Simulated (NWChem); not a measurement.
Species: C$_{2}$H$_{2}$F$_{2}$O$_{2}$; SMILES C(=O)(C(F)F)O

```xyz
8

O      1.1951    -1.2364     0.2833
C      0.1376    -0.7686    -0.0189
O     -0.9977    -1.4511    -0.1457
C     -0.0872     0.7071    -0.3609
F      1.0101     1.4027    -0.0555
F     -1.1274     1.1826     0.3486
H     -0.8020    -2.3774     0.0671
H     -0.3103     0.8258    -1.4376
```
Atoms are numbered in this order, from 1.

Computed with NWChem. Pople sets run with spherical d functions. Coordinates come from a PBE0/def2-SVP optimisation. GIAO values for the isolated, static molecule; σ is the absolute isotropic shielding, δ = σ(reference) − σ with the isolated reference molecule computed at the same levels (13C: tetramethylsilane, 19F: trichlorofluoromethane, 1H: tetramethylsilane, 17O: water).

```tsv
level	δ O1 (ppm)	δ C2 (ppm)	δ C4 (ppm)	δ F5 (ppm)	δ F6 (ppm)	δ H7 (ppm)	δ H8 (ppm)
BHandHLYP/pcSseg-1	___	___	___	___	___	___	___
B3LYP/6-31G*	380.5	151.7	103.9	-142.5	-139.7	5.36	5.86
PBE0/pcSseg-1	442.0	167.2	109.7	-147.9	-144.7	6.06	5.78
B3LYP/6-311G**	445.4	164.5	109.3	-157.9	-152.9	5.57	5.84
Hartree-Fock/6-31G*	387.2	159.1	94.7	-105.2	-104.2	5.80	5.68
```

### Question
Complete the blanks.

### Answer

- BHandHLYP/pcSseg-1, δ O1 (ppm): 449.3
- BHandHLYP/pcSseg-1, δ C2 (ppm): 169.6
- BHandHLYP/pcSseg-1, δ C4 (ppm): 106.1
- BHandHLYP/pcSseg-1, δ F5 (ppm): -133.4
- BHandHLYP/pcSseg-1, δ F6 (ppm): -130.9
- BHandHLYP/pcSseg-1, δ H7 (ppm): 6.20
- BHandHLYP/pcSseg-1, δ H8 (ppm): 5.64
